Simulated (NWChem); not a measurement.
System: AuH3O; SMILES [OH2]->[AuH]

```xyz
5

Au     0.0051    -0.2422     0.0000
H     -0.0522    -1.7943     0.0000
O      0.0671     2.0304     0.0000
H     -0.4438     2.3429    -0.7729
H     -0.4438     2.3429     0.7729
```
Atoms are numbered in this order, from 1.

Computed with NWChem. Coordinates come from a PBE-D3(BJ)/def2-SVP optimisation. def2 effective core potentials on Au; no spin-orbit coupling.

For level B3LYP/def2-SVP:

```yaml
highest occupied level (eV): -6.55
orbital gap (eV): 5.65
dipole (D): 4.92
```

Task: Estimate the same quantities for level HCTH/407/def2-SVP.

Result: 
| Property | Result |
|---|---|
| highest occupied level (eV) | -5.78 |
| orbital gap (eV) | 4.22 |
| dipole (D) | 4.76 |
